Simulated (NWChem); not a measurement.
Correlation energy of CH$_{3}$BO

SMILES: B.[C-]#[O+]
```xyz
6

B      1.2813     0.3800     0.0000
H      1.7441    -0.0986     1.0226
H      1.7441    -0.0986    -1.0226
H      1.2403     1.5995     0.0000
O     -1.2605    -0.3738     0.0000
C     -0.1752    -0.0520     0.0000
```
Charge 0, spin multiplicity 1.

All runs are NWChem calculations. All single points use one geometry, from PBE0/def2-SVP, a minimum by its harmonic frequencies.

Basis set: STO-3G. Each correlation energy counts from its own Hartree-Fock reference.

The correlated methods keep 3 core orbitals frozen. The structure started from a generated list of species. No row is a measurement; the coupled-cluster row has its own basis-set and correlation limits.

Q: Order these methods by the correlation energy they give, lowest first: CR-CCSD[T], CCSD+T(CCSD), SCS-MP2, MP2, CCSD, CR-CCSD(T).

A: CCSD+T(CCSD) (-210.2 mHa), CR-CCSD[T] (-207.9 mHa), CR-CCSD(T) (-205.9 mHa), CCSD (-199.8 mHa), SCS-MP2 (-182.4 mHa), MP2 (-180.6 mHa)
